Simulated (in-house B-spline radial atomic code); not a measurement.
Ionisation energies along the 31-electron series, configuration 1s2 2s2 2p6 3s2 3p6 3d10 4s2 4p1/2(1), as differences of self-consistent energies. Dirac energy differences include first-order Breit, QED and recoil terms. NIST's values go from ground level to ground level; the uncertainty of those that are theory runs from under 0.1 % in few-electron ions to several per cent in heavy many-electron ones. Computed with a radial B-spline atomic code at the basis-set limit: Dirac-Hartree-Fock, jj configuration that fills j = l - 1/2 first, finite nuclei.

```
  ion  configuration after  ionisation energy (eV)  IE/(q+1)² (eV)  -ε less Coulomb ΔSCF (eV)  Breit and QED recoil part (eV)  tabulated value (eV)    tabulated kind  computed minus tabulated (eV)
Rh14+        [Ar] 3d10 4s2                   331.1          1.4716                    0.25297                        -0.22306                331.58    semi-empirical                           -0.5
Pd15+        [Ar] 3d10 4s2                   368.6          1.4399                    0.25682                        -0.25525                 369.1    semi-empirical                           -0.5
Ag16+        [Ar] 3d10 4s2                   408.0          1.4117                    0.26065                        -0.29026                408.43    semi-empirical                           -0.5
Cd17+        [Ar] 3d10 4s2                       ?               ?                          ?                               ?                     ?    semi-empirical                              ?
In18+        [Ar] 3d10 4s2                       ?               ?                          ?                               ?                     ?    semi-empirical                              ?
Sn19+        [Ar] 3d10 4s2                   537.3          1.3431                    0.27195                         -0.4133                   537  tabulated theory                            0.3
Sb20+        [Ar] 3d10 4s2                   584.1          1.3245                    0.27565                        -0.46082                   584  tabulated theory                            0.1
```

(1) Fill in the row of Cd17+.

(2) Fill in the row of In18+.

(3) How far is this level of theory from the measured and semi-empirical values?

Results:

(1) ionisation energy (eV): 449.2; IE/(q+1)² (eV): 1.3864; -ε less Coulomb ΔSCF (eV): 0.26445; Breit and QED recoil part (eV): -0.32815; tabulated value (eV): 452.6; computed minus tabulated (eV): -3.4.

(2) ionisation energy (eV): 492.3; IE/(q+1)² (eV): 1.3637; -ε less Coulomb ΔSCF (eV): 0.26821; Breit and QED recoil part (eV): -0.36914; tabulated value (eV): 497.1; computed minus tabulated (eV): -4.8.

(3) Over those 5 rows the differences run from -4.81 to -0.458 eV (mean absolute value 1.9 eV). The calculation leaves out correlation and, in open shells, the multiplet splittings that an average leaves out.
